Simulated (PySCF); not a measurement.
Species: C2H6OSSi2.
Numbering: `[CH:1]#[C:2][Si@@H:3]([OH:4])[S:5][SiH3:6]` (hydrogens: H7 on C1; H8 on Si3; H9 on O4; H10, H11, H12 on Si6)

Geometry (PBE0-D3(BJ)/def2-SVP, Å), atoms numbered from 1 in this order:
```xyz
12
C2H6OSSi2 angstrom
C      1.1648   -1.2596    1.2665
C      1.1480   -0.4755    0.3351
Si     1.0598    0.7107   -1.0623
O      2.1682    0.3675   -2.2389
S     -0.9132    0.5944   -1.9015
Si    -2.0909    0.1644   -0.1489
H      1.1862   -1.9526    2.0893
H      1.3855    2.0736   -0.5858
H      2.1007   -0.4943   -2.6620
H     -1.6853    1.0329    0.9942
H     -3.4922    0.4785   -0.5492
H     -1.9938   -1.2686    0.2485
```

Computed with PBE0-D3(BJ)/def2-SVP geometry optimisation, gas phase (PySCF 2.14.0).

Masses are those of the commonest isotopes; rigid-rotor values at the optimised geometry. The values belong to one conformer with, in the numbering `[CH:1]#[C:2][Si@@H:3]([OH:4])[S:5][SiH3:6]`, C2–Si3–O4–H 60°, C2–Si3–S5–Si6 33°.

Task: Give the principal moments of inertia and the rotational constants in MHz.

Result: Ia = 219.58, Ib = 336.80, Ic = 520.92 u·Å²; 505379 MHz·u·Å²/I gives A = 2302, B = 1501, C = 970.2 MHz.

Task: What kind of rotor is it?

Result: An asymmetric top: κ = (2 × 1501 − 2302 − 970.2)/(2302 − 970.2) = -0.20.

Task: Is it planar, by Δ = Ic − Ia − Ib?

Result: Not planar: Δ = Ic − Ia − Ib = -35.46 u·Å². For a rigid frame Δ = −2 Σ m c², so Σ m c² = 17.73 u·Å² lies off the ab plane: 8.46 from hydrogen and 9.27 from heavier atoms. The atom farthest from that plane is 1.90 Å away.

Task: Give the other two planar moments, Paa and Pbb, and the rms extents of the mass along the axes.

Result: Paa = Σ m a² = (Ib + Ic − Ia)/2 = 319.07 and Pbb = Σ m b² = (Ia + Ic − Ib)/2 = 201.85 u·Å². With the mass M = 133.97 u, the rms extents √(P/M) along a, b and c are 1.54, 1.23, 0.36 Å.

Task: Which lines would a microwave search look for?

Result: The dipole components are |μa| = 0.22 D, |μb| = 2.14 D, |μc| = 1.06 D. The squared components, which scale the intensities, stand as 0.01 : 1.00 : 0.25 (a : b : c). Some lines, for components of 0.1 D or more:

| type | branch | J(Ka,Kc) | MHz | lower level (cm⁻¹) |
| --- | --- | --- | --- | --- |
| a | Q | 2(1,1) ← 2(1,2) | 1591 | 0.256 |
| c | Q | 3(2,2) ← 3(1,2) | 1756 | 0.578 |
| c | Q | 4(3,2) ← 4(2,2) | 3835 | 1.029 |
| b | Q | 2(2,1) ← 2(1,2) | 3994 | 0.256 |
| b | Q | 4(3,2) ← 4(2,3) | 5866 | 0.961 |
| b | R | 3(1,3) ← 2(0,2) | 6974 | 0.241 |
| c | R | 2(2,0) ← 1(1,0) | 8064 | 0.127 |
| a | R | 4(1,4) ← 3(1,3) | 8542 | 0.474 |
| c | R | 3(2,1) ← 2(1,1) | 10644 | 0.309 |
| b | R | 3(2,1) ← 2(1,2) | 12235 | 0.256 |
| b | R | 3(3,1) ← 2(2,0) | 12657 | 0.396 |
| b | R | 4(4,1) ← 3(3,0) | 17350 | 0.820 |
| b | R | 4(4,0) ← 3(3,1) | 17404 | 0.818 |

Task: Estimate the classical rotational partition function at 100 K, 200 K and 500 K.

Result: Point group C1, symmetry number σ = 1; q = (√π/σ)·√((kT/h)³/(ABC)), k/h = 20836.6 MHz/K: 92100 at 100 K, 260000 at 200 K, 1030000 at 500 K.

Not checked by PBE0-D3(BJ)/def2-SVP frequencies. Zero-point vibration and centrifugal distortion are left out. A rigid rotor knows nothing of internal rotation, which can split or shift real lines.

The run took 2.5 min wall on one thread, Arm Neoverse N1 (aarch64), shared host with 64 logical CPUs at a one-minute load of 61, and the process peaked at 0.53 GiB of memory. That covers the optimisation of the geometry.
